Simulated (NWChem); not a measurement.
The numbers come from NWChem runs, not from measurements. System: H₃GaO, charge 0, spin multiplicity 1, at a geometry optimised with PBE/def2-SVP. The structure started from a generated list of species. Level: PBE0/def2-SVPD.

Job file:

```
start mol
memory heap 200 mb stack 900 mb global 1100 mb
geometry units angstroms nocenter noautoz
  Ga     0.334959    -0.144557     0.000000
  H      1.514608     0.890062     0.000000
  H      0.379195    -1.723281     0.000000
  O     -1.282061     0.661139     0.000000
  H     -2.021054     0.025381     0.000000
  symmetry group Cs
end
basis spherical
  * library def2-svpd
end
dft
  xc pbe0
  semidirect memsize 60000000 filesize 0
  iterations 100
end
task dft energy
```

NWChem printed:

```
             Northwest Computational Chemistry Package (NWChem) 7.3.0
             --------------------------------------------------------

                                NWChem Input Module
                                -------------------

 Scaling coordinates for geometry "geometry" by  1.889725989
 (inverse scale =  0.529177249)

 Turning off AUTOSYM since
 SYMMETRY directive was detected!

                             Geometry "geometry" -> ""
                             -------------------------

 Output coordinates in angstroms (scale by  1.889725989 to convert to a.u.)

  No.       Tag          Charge          X              Y              Z
 ---- ---------------- ---------- -------------- -------------- --------------
    1 Ga                  31.0000     0.33495900    -0.14455700     0.00000000
    2 H                    1.0000     1.51460800     0.89006200     0.00000000
    3 H                    1.0000     0.37919500    -1.72328100     0.00000000
    4 O                    8.0000    -1.28206100     0.66113900     0.00000000
    5 H                    1.0000    -2.02105400     0.02538100     0.00000000

 Effective nuclear repulsion energy (a.u.)     108.2454309527

            Nuclear Dipole moment (a.u.)
            ----------------------------
        X                 Y               Z
 ---------------- ---------------- ----------------
    -0.0000188973     0.0000132281     0.0000000000

      Symmetry information
      --------------------

 Group name             Cs
 Group number              2
 Group order               2
 No. of unique centers     5

      Symmetry unique atoms

     1    2    3    4    5


 Summary of "ao basis" -> "" (spherical)
 ------------------------------------------------------------------------------
       Tag                 Description            Shells   Functions and Types
 ---------------- ------------------------------  ------  ---------------------
 *                         def2-svpd                  on all atoms

                                 NWChem DFT Module
                                 -----------------
[...]
              MO Center=  2.2D-01, -3.4D-01,  2.2D-15, r^2= 3.2D+00
   Bfn.  Coefficient  Atom+Function         Bfn.  Coefficient  Atom+Function
  ----- ------------  ---------------      ----- ------------  ---------------
    47      0.330096  3 H  s                 60      0.290303  4 O  py
    14     -0.270256  1 Ga py                39     -0.245505  2 H  s
    48      0.211645  3 H  s                 63      0.189679  4 O  py
    58      0.170119  4 O  s                 17     -0.156452  1 Ga py
    11      0.154481  1 Ga py                40     -0.152203  2 H  s

 Vector   22  Occ=0.000000D+00  E=-4.738187D-02  Symmetry=a"
              MO Center=  4.8D-01, -2.5D-01, -1.4D-13, r^2= 3.7D+00
   Bfn.  Coefficient  Atom+Function         Bfn.  Coefficient  Atom+Function
  ----- ------------  ---------------      ----- ------------  ---------------
    18      0.672962  1 Ga pz                15      0.404199  1 Ga pz
    12     -0.208231  1 Ga pz                61     -0.188957  4 O  pz
    64     -0.159642  4 O  pz                 9      0.067238  1 Ga pz
    37     -0.064425  1 Ga d  1              35     -0.058932  1 Ga d -1
    46      0.045896  2 H  pz                85     -0.041696  5 H  pz

 Vector   23  Occ=0.000000D+00  E= 1.186795D-03  Symmetry=a'
              MO Center= -9.8D-01, -1.4D-01,  8.2D-14, r^2= 6.7D+00
   Bfn.  Coefficient  Atom+Function         Bfn.  Coefficient  Atom+Function
  ----- ------------  ---------------      ----- ------------  ---------------
     6      0.931951  1 Ga s                 16     -0.628251  1 Ga px
    65     -0.508425  4 O  px                79     -0.387408  5 H  s
    17      0.277272  1 Ga py                 5     -0.205797  1 Ga s
    56     -0.198276  4 O  s                 57     -0.186792  4 O  s
     4      0.181585  1 Ga s                 84     -0.181841  5 H  py

 Vector   24  Occ=0.000000D+00  E= 1.794520D-02  Symmetry=a'
              MO Center=  7.0D-01, -4.9D-01,  5.4D-15, r^2= 8.5D+00
   Bfn.  Coefficient  Atom+Function         Bfn.  Coefficient  Atom+Function
  ----- ------------  ---------------      ----- ------------  ---------------
     5      2.429451  1 Ga s                  6     -2.075733  1 Ga s
     4      0.514041  1 Ga s                 40     -0.382522  2 H  s
     3     -0.282434  1 Ga s                 48     -0.280241  3 H  s
    65     -0.273466  4 O  px                36      0.259101  1 Ga d  0
    66      0.234552  4 O  py                58     -0.176337  4 O  s

 center of mass
 --------------
 x =   0.05270072 y =  -0.00436187 z =   0.00000000

 moments of inertia (a.u.)
 ------------------
          43.650184840351          57.997684713080           0.000000000000
          57.997684713080         144.731450438811           0.000000000000
           0.000000000000           0.000000000000         188.381635279162

     Multipole analysis of the density
     ---------------------------------

     L   x y z        total         alpha         beta         nuclear
     -   - - -        -----         -----         ----         -------
     0   0 0 0     -0.000000    -21.000000    -21.000000     42.000000

     1   1 0 0      0.119507      0.059763      0.059763     -0.000019
     1   0 1 0     -0.637227     -0.318620     -0.318620      0.000013
     1   0 0 1     -0.000000     -0.000000     -0.000000      0.000000

     2   2 0 0    -17.088939    -49.879632    -49.879632     82.670325
     2   1 1 0      1.815492     14.546830     14.546830    -27.278167
     2   1 0 1     -0.000000     -0.000000     -0.000000      0.000000
     2   0 2 0    -20.164755    -24.200917    -24.200917     28.237079
     2   0 1 1     -0.000000     -0.000000     -0.000000      0.000000
     2   0 0 2    -16.170510     -8.085255     -8.085255      0.000000

 Task  times  cpu:        1.6s     wall:        1.6s

 Total times  cpu:        1.6s     wall:        1.6s
```
